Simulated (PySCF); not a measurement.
CrFO2, doublet (typed; the unrestricted solution is spin-contaminated), at a GFN2-xTB geometry (such geometries of metal compounds can be far from the true shape) (the multiplicity is a formal guess), with bond 2-1 at 1.8 times its length; PBE/def2-SV(P) (PySCF).

Here is a job for PySCF.
```python
from pyscf import gto, scf, dft

mol = gto.M(
    atom='''
Cr    0.020769   -0.019108    0.018557
O     2.629809   -0.533749   -0.752464
O    -0.423091   -0.658385    1.345392
F    -0.986180    0.907316   -0.881133
''',
    basis='def2-sv(p)',
    charge=0,
    spin=1,
    verbose=4,
)

mf = dft.UKS(mol)
mf.xc = 'pbe'
mf.kernel()
mo_i, mo_e, stable_i, stable_e = mf.stability(internal=True, external=False, return_status=True, nroots=6, tol=1e-6)
print('internally stable:', stable_i, ' externally stable:', stable_e)
if not stable_i:
    umf = mf.copy()
    umf.scf_summary = {}
    umf.kernel(umf.make_rdm1(mo_i, mf.mo_occ))
```

The log (banner, timings and long lists left out):

```
PySCF version 2.14.0

[INPUT] verbose = 4
[INPUT] num. atoms = 4
[INPUT] num. electrons = 49
[INPUT] charge = 0
[INPUT] spin (= nelec alpha-beta = 2S) = 1
[INPUT] symmetry False subgroup None
[INPUT] Mole.unit = angstrom
[INPUT] Symbol           X                Y                Z      unit          X                Y                Z       unit  Magmom
[...]
nuclear repulsion = 205.173594145652
number of shells = 28
number of NR pGTOs = 138
number of NR cGTOs = 66
basis = def2-sv(p)
ecp = {}

******** <class 'pyscf.dft.uks.UKS'> ********
method = UKS
initial guess = minao
damping factor = 0
level_shift factor = 0
DIIS = <class 'pyscf.scf.diis.CDIIS'>
diis_start_cycle = 1
diis_space = 8
diis_damp = 0
SCF conv_tol = 1e-09
SCF conv_tol_grad = None
SCF max_cycles = 50
direct_scf = True
direct_scf_tol = 1e-13
number electrons alpha = 25  beta = 24
XC library pyscf.dft.libxc version 7.1.2
    S. Lehtola, C. Steigemann, M. J. T. Oliveira, and M. A. L. Marques,  SoftwareX 7, 1–5 (2018)
XC functionals = pbe
    J. P. Perdew, K. Burke, and M. Ernzerhof,  Phys. Rev. Lett. 77, 3865 (1996)
    J. P. Perdew, K. Burke, and M. Ernzerhof,  Phys. Rev. Lett. 78, 1396 (1997)
    J. P. Perdew, K. Burke, and M. Ernzerhof,  Phys. Rev. Lett. 77, 3865 (1996)
    J. P. Perdew, K. Burke, and M. Ernzerhof,  Phys. Rev. Lett. 78, 1396 (1997)
radial grids:
    Treutler-Ahlrichs [JCP 102, 346 (1995); DOI:10.1063/1.469408] (M4) radial grids

becke partition: Becke, JCP 88, 2547 (1988); DOI:10.1063/1.454033
pruning grids: <function nwchem_prune>
grids dens level: 3
symmetrized grids: False
atomic radii adjust function: <function treutler_atomic_radii_adjust>
small_rho_cutoff = 0
Set gradient conv threshold to 3.16228e-05
tot grids = 63336
init E= -1293.74184181071

cycle= 1 E= -1292.59944500956  delta_E= 1.14  |g|= 1.46  |ddm|= 2.33

cycle= 2 E= -1286.31425559224  delta_E= 6.29  |g|= 3.06  |ddm|= 4.73
cycle= 3 E= -1292.65711096563  delta_E= -6.34  |g|= 1.14  |ddm|= 4.33
cycle= 4 E= -1286.07710810671  delta_E= 6.58  |g|= 2.37  |ddm|= 2.86
cycle= 5 E= -1292.59511368012  delta_E= -6.52  |g|= 1.61  |ddm|= 2.51
cycle= 6 E= -1287.65719887203  delta_E= 4.94  |g|= 3.07  |ddm|= 2.36
cycle= 7 E= -1286.12744923327  delta_E= 1.53  |g|= 3.07  |ddm|= 0.469
cycle= 8 E= -1285.97472828563  delta_E= 0.153  |g|= 3.12  |ddm|= 0.0498

cycle= 9 E= -1284.53538750585  delta_E= 1.44  |g|= 3.01  |ddm|= 1.41
cycle= 10 E= -1291.96462828582  delta_E= -7.43  |g|= 1.86  |ddm|= 1.92
cycle= 11 E= -1286.50392780741  delta_E= 5.46  |g|=  3.5  |ddm|= 1.53
cycle= 12 E= -1289.26801079897  delta_E= -2.76  |g|= 3.62  |ddm|= 2.47
cycle= 13 E= -1292.5376284726  delta_E= -3.27  |g|= 2.03  |ddm|= 1.48
cycle= 14 E= -1288.20436575815  delta_E= 4.33  |g|= 2.67  |ddm|= 2.84
cycle= 15 E= -1289.85554925534  delta_E= -1.65  |g|= 3.02  |ddm|= 3.27
cycle= 16 E= -1290.52384851655  delta_E= -0.668  |g|= 2.77  |ddm|= 0.29
cycle= 17 E= -1288.69793512872  delta_E= 1.83  |g|= 3.11  |ddm|= 0.766
cycle= 18 E= -1290.42869518645  delta_E= -1.73  |g|= 2.76  |ddm|= 0.609
cycle= 19 E= -1283.1430773628  delta_E= 7.29  |g|= 3.19  |ddm|= 1.94
cycle= 20 E= -1291.29503227716  delta_E= -8.15  |g|= 2.29  |ddm|= 1.99

cycle= 21 E= -1292.5801545539  delta_E= -1.29  |g|= 1.28  |ddm|= 2.07
cycle= 22 E= -1292.53630648965  delta_E= 0.0438  |g|= 1.37  |ddm|= 0.737

cycle= 23 E= -1293.05960693852  delta_E= -0.523  |g|= 1.38  |ddm|= 1.75
cycle= 24 E= -1293.46127046397  delta_E= -0.402  |g|= 0.889  |ddm|= 0.507
cycle= 25 E= -1293.58744903093  delta_E= -0.126  |g|= 0.656  |ddm|= 0.45
cycle= 26 E= -1293.62483249174  delta_E= -0.0374  |g|= 0.583  |ddm|= 0.312
cycle= 27 E= -1293.78066877619  delta_E= -0.156  |g|= 0.316  |ddm|= 1.12
cycle= 28 E= -1293.77510617466  delta_E= 0.00556  |g|= 0.339  |ddm|= 0.201
cycle= 29 E= -1293.78326378021  delta_E= -0.00816  |g|= 0.318  |ddm|= 0.04
cycle= 30 E= -1293.8015049152  delta_E= -0.0182  |g|= 0.289  |ddm|= 0.104
cycle= 31 E= -1293.80370650439  delta_E= -0.0022  |g|= 0.244  |ddm|= 0.107
[...]
SCF not converged.
<class 'pyscf.dft.uks.UKS'> wavefunction has an internal instability
internally stable: False  externally stable: None
[...]

becke partition: Becke, JCP 88, 2547 (1988); DOI:10.1063/1.454033
pruning grids: <function nwchem_prune>
grids dens level: 3
symmetrized grids: False
atomic radii adjust function: <function treutler_atomic_radii_adjust>
small_rho_cutoff = 0
Set gradient conv threshold to 3.16228e-05
init E= -1293.64385118453

cycle= 1 E= -1280.9629992334  delta_E= 12.7  |g|= 3.74  |ddm|= 2.83
cycle= 2 E= -1085.59419075365  delta_E=  195  |g|= 13.6  |ddm|= 15.5
cycle= 3 E= -1234.25278511349  delta_E= -149  |g|=  7.6  |ddm|= 11.8
cycle= 4 E= -1287.40288494055  delta_E= -53.2  |g|= 2.87  |ddm|= 7.85
cycle= 5 E= -1282.63920077669  delta_E= 4.76  |g|=  4.6  |ddm|= 4.05
cycle= 6 E= -1281.79346946909  delta_E= 0.846  |g|= 3.77  |ddm|= 2.42
cycle= 7 E= -1282.86841199109  delta_E= -1.07  |g|= 3.32  |ddm|= 0.928
cycle= 8 E= -1287.96261528147  delta_E= -5.09  |g|= 3.74  |ddm|= 1.87
cycle= 9 E= -1284.75485808371  delta_E= 3.21  |g|= 4.58  |ddm|= 0.929
cycle= 10 E= -1285.42957606299  delta_E= -0.675  |g|= 4.01  |ddm|= 1.21
cycle= 11 E= -1287.69762597534  delta_E= -2.27  |g|= 3.93  |ddm|= 1.07

cycle= 12 E= -1286.01786321197  delta_E= 1.68  |g|= 4.38  |ddm|= 2.22
cycle= 13 E= -1286.13404866188  delta_E= -0.116  |g|= 3.16  |ddm|= 4.23
cycle= 14 E= -1284.75533256052  delta_E= 1.38  |g|= 3.86  |ddm|= 4.33
cycle= 15 E= -1290.80935826297  delta_E= -6.05  |g|= 2.81  |ddm|= 2.03
cycle= 16 E= -1281.52153232371  delta_E= 9.29  |g|= 3.65  |ddm|= 2.87

cycle= 17 E= -1287.0996962551  delta_E= -5.58  |g|= 3.56  |ddm|= 1.94
cycle= 18 E= -1286.94639492927  delta_E= 0.153  |g|= 2.89  |ddm|= 0.733
cycle= 19 E= -1292.38723859693  delta_E= -5.44  |g|=  1.4  |ddm|= 2.62
cycle= 20 E= -1284.7924347077  delta_E= 7.59  |g|= 2.68  |ddm|= 2.75
cycle= 21 E= -1284.97369284099  delta_E= -0.181  |g|= 2.69  |ddm|= 0.101
cycle= 22 E= -1283.4691136349  delta_E=  1.5  |g|= 3.12  |ddm|= 0.678
cycle= 23 E= -1283.92662373209  delta_E= -0.458  |g|= 2.91  |ddm|= 0.233
cycle= 24 E= -1285.25610500153  delta_E= -1.33  |g|= 3.86  |ddm|= 1.51
cycle= 25 E= -1284.9228699639  delta_E= 0.333  |g|= 3.77  |ddm|= 0.227
cycle= 26 E= -1282.92686154119  delta_E=    2  |g|= 3.64  |ddm|= 0.611
cycle= 27 E= -1283.25178354696  delta_E= -0.325  |g|= 3.21  |ddm|= 1.41
cycle= 28 E= -1215.26931887981  delta_E=   68  |g|= 10.5  |ddm|= 15.8
cycle= 29 E= -1251.14711458944  delta_E= -35.9  |g|= 5.25  |ddm|= 11.5
cycle= 30 E= -1287.7858325009  delta_E= -36.6  |g|= 2.78  |ddm|= 7.94
cycle= 31 E= -1289.64246635831  delta_E= -1.86  |g|= 2.79  |ddm|= 2.99
cycle= 32 E= -1284.29017239469  delta_E= 5.35  |g|=  2.7  |ddm|=    3
cycle= 33 E= -1288.24578643534  delta_E= -3.96  |g|= 2.64  |ddm|= 1.56
cycle= 34 E= -1293.64179157502  delta_E= -5.4  |g|= 0.666  |ddm|= 2.07
cycle= 35 E= -1287.67715893766  delta_E= 5.96  |g|= 3.05  |ddm|= 2.15
cycle= 36 E= -1286.39145093378  delta_E= 1.29  |g|= 3.05  |ddm|= 0.364
cycle= 37 E= -1286.381845537  delta_E= 0.00961  |g|= 3.05  |ddm|= 0.00351
cycle= 38 E= -1286.95477173763  delta_E= -0.573  |g|= 3.04  |ddm|= 0.204
cycle= 39 E= -1284.77444255696  delta_E= 2.18  |g|= 2.88  |ddm|= 1.34
cycle= 40 E= -1291.23151637776  delta_E= -6.46  |g|= 2.69  |ddm|= 2.51
cycle= 41 E= -1290.89294037357  delta_E= 0.339  |g|= 2.14  |ddm|= 1.98
cycle= 42 E= -1290.77386480704  delta_E= 0.119  |g|= 2.17  |ddm|= 0.056
cycle= 43 E= -1288.31404119767  delta_E= 2.46  |g|= 2.57  |ddm|=  3.2

cycle= 44 E= -1285.43861278056  delta_E= 2.88  |g|= 3.73  |ddm|= 3.63
cycle= 45 E= -1281.99147790329  delta_E= 3.45  |g|= 3.92  |ddm|= 0.861

cycle= 46 E= -1292.3751018689  delta_E= -10.4  |g|= 2.18  |ddm|= 2.37
cycle= 47 E= -1283.90084929048  delta_E= 8.47  |g|= 3.76  |ddm|=  2.3
cycle= 48 E= -1283.41520536511  delta_E= 0.486  |g|= 3.69  |ddm|= 0.188

cycle= 49 E= -1286.56837904121  delta_E= -3.15  |g|= 3.68  |ddm|= 1.32

cycle= 50 E= -1285.19967935324  delta_E= 1.37  |g|= 4.24  |ddm|= 0.573
SCF not converged.
SCF energy = -1285.19967935324 after 50 cycles  <S^2> = 1.7242448  2S+1 = 2.8101565
```

Convergence was not reached.
